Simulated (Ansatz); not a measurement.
Li3N⁻. Total charge -1; quartet. Geometry PBE-D4/def2-TZVPD; atoms count from 1.

```xyz
4

Li   -0.719    0.944   -1.494
Li   -0.487   -0.135    1.840
Li    1.350   -0.904   -0.386
N    -0.145    0.095    0.041
```

The highest occupied level of the charge -1 quartet lies above zero (up to 0.47 eV). It is a level of α spin, whose loss leaves a triplet; that state wasn't run at this geometry and level. The electron is either unbound and held by the finite basis, or the level is raised by self-interaction error. At PBE0-D4/def2-TZVPD a doublet of charge -1 lies 0.19 eV below the quartet, each at its own geometry. The structure comes from a short search, and lower isomers may exist.

Problem. Estimate the Mulliken populations from the PBE0/def2-TZVPD orbitals of Ansatz.

Solution. 
```tsv
atom	charge (e)	spin (α − β)
Li1	-0.04	0.80
Li2	-0.04	0.80
Li3	0.16	0.59
N4	-1.08	0.80
```
Mulliken values and Mayer orders depend strongly on the basis. With diffuse functions, as here, like atoms can get unlike values, and bond orders can come out too low or too high.

Problem. Where does the spin sit?

Solution. Summed by element: Li 2.20, N 0.80, of 3 unpaired in all. Largest on single atoms: N4 0.80, Li1 0.80, Li2 0.80.

Problem. And the Mayer bond orders between bonded heavy atoms (over 0.3)?

Solution. Li1–Li3 0.46 (2.99 Å); Li1–N4 0.31 (1.85 Å); Li2–Li3 0.46 (2.99 Å); Li2–N4 0.31 (1.85 Å). Values over 0.3 also appear between atoms too far apart for a bond (Li1–Li2 0.90 at 3.51 Å); they arise where an orbital or an unpaired electron spreads over both atoms.
